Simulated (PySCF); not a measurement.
F (fluorine, neutral) across methods

[He] 2s2 2p5, 2P determinant. Computed with PySCF 2.14 in x2c-QZVPPall with one added diffuse shell each of s, p, d, f type (8s5p4d3f1g, 73 functions), with the spin-free X2C one-electron Hamiltonian (Gaussian nucleus).

```json
{"method": "PBE0", "E (hartree)": "-99.7700", "mean ε 2s β (eV)": "-31.839", "mean ε 2p α (eV)": "-14.286", "mean ε 2p β (eV)": "-12.553", "Σ⟨r²⟩ (bohr²)": "10.53", "⟨S²⟩": "0.752"}
{"method": "HSE06", "E (hartree)": "-99.7801", "mean ε 2s β (eV)": "-31.382", "mean ε 2p α (eV)": "-13.860", "mean ε 2p β (eV)": "-12.154", "Σ⟨r²⟩ (bohr²)": "10.53", "⟨S²⟩": "0.752"}
{"method": "PBE", "E (hartree)": "-99.7646", "mean ε 2s β (eV)": "-28.670", "mean ε 2p α (eV)": "-11.855", "mean ε 2p β (eV)": "-10.293", "Σ⟨r²⟩ (bohr²)": "10.73", "⟨S²⟩": "0.752"}
{"method": "r2SCAN", "E (hartree)": "-99.8213", "mean ε 2s β (eV)": "-29.630", "mean ε 2p α (eV)": "-12.502", "mean ε 2p β (eV)": "-10.774", "Σ⟨r²⟩ (bohr²)": "10.51", "⟨S²⟩": "0.753"}
{"method": "M06-L", "E (hartree)": "-99.8453", "mean ε 2s β (eV)": "-29.439", "mean ε 2p α (eV)": "-12.315", "mean ε 2p β (eV)": "-10.461", "Σ⟨r²⟩ (bohr²)": "10.36", "⟨S²⟩": "0.753"}
{"method": "LDA", "E (hartree)": "-99.2007", "mean ε 2s β (eV)": "-28.624", "mean ε 2p α (eV)": "-12.046", "mean ε 2p β (eV)": "-10.352", "Σ⟨r²⟩ (bohr²)": "10.76", "⟨S²⟩": "0.751"}
{"method": "r2SCANh", "E (hartree)": "-99.8182", "mean ε 2s β (eV)": "-30.761", "mean ε 2p α (eV)": "-13.407", "mean ε 2p β (eV)": "-11.627", "Σ⟨r²⟩ (bohr²)": "10.47", "⟨S²⟩": "0.753"}
{"method": "UHF", "E (hartree)": "-99.50319", "mean ε 2s β (eV)": "-40.277", "mean ε 2p α (eV)": "-20.927", "mean ε 2p β (eV)": "-18.487", "Σ⟨r²⟩ (bohr²)": "10.24", "⟨S²⟩": "0.754"}
```

Q: Estimate the same row for r2SCAN0.

A: E (hartree) = -99.8138; mean ε 2s β (eV) = -32.465; mean ε 2p α (eV) = -14.771; mean ε 2p β (eV) = -12.915; Σ⟨r²⟩ (bohr²) = 10.41; ⟨S²⟩ = 0.753.
